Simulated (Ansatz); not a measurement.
The first iterations of a band of ClH5O4Ti (11 atoms, charge 0, multiplicity 1).

Level of theory: RKS PBE-D4/def2-SVP in Ansatz.

```
movable images  : 7
climbing image  : yes
spring          : 5.0 eV/Å²
optimiser       : quadratic models (default)
start path      : through a guess of the saddle point
force threshold : 0.03 eV/Å
iteration limit : 60
end points      : relaxed
```

Image 0:

```xyz
11
Properties=species:S:1:pos:R:3
Ti -0.015 0.132 0.191
Cl -0.434 -0.212 2.446
O 1.689 -0.117 -0.458
H 1.857 -0.891 -1.025
O -0.947 1.395 -0.690
H -1.772 1.170 -1.158
O -0.814 -1.380 -0.323
H -1.150 -2.151 0.163
O 1.205 1.819 1.141
H 2.076 1.492 0.827
H 1.141 1.534 2.079
```

Image 8:

```xyz
11
Properties=species:S:1:pos:R:3
Ti 0.259 0.340 -0.454
Cl -0.184 -0.428 3.252
O 1.696 -0.159 -1.414
H 2.104 -1.043 -1.443
O -0.783 1.390 -1.485
H -1.750 1.475 -1.406
O -0.635 -1.019 0.247
H -0.698 -1.164 1.229
O 0.809 1.245 1.100
H 1.676 1.675 1.214
H 0.343 0.477 2.354
```

| iteration | highest image above the first end (eV) | largest band force component (eV/Å) |
| --- | --- | --- |
| 1 | 3.283 | 5.640 |
| 2 | 1.430 | 3.510 |
| 3 | 0.751 | 1.715 |
| 4 | 0.691 | 0.905 |
| 5 | 0.625 | 0.862 |
| 6 | 0.649 | 0.612 |
| 7 | 0.677 | 0.341 |
| 8 | 0.645 | 0.260 |
| 9 | 0.615 | 0.326 |
| 10 | 0.607 | 0.329 |
| 11 | 0.593 | 0.248 |
| 12 | 0.581 | 0.215 |
| 13 | 0.555 | 0.153 |
| 14 | 0.531 | 0.145 |
| 15 | 0.507 | 0.164 |
| 16 | 0.487 | 0.186 |

Problem. Does the band converge within its limit, and where does its top end?

Solution. The forces met the threshold. It ended after 48 iterations with the highest image 0.426 eV above the first end. A vibrational analysis at the climbing image gives no mode beyond 40i cm⁻¹: the surface is too flat there to confirm a saddle point. The orbitals stay closed-shell, which can raise the energy where a bond breaks towards radicals; this wasn't checked here.

Time of the run: 8.7 min on 4 threads of Arm Neoverse V2, on a shared host, peak memory 0.22 GiB.
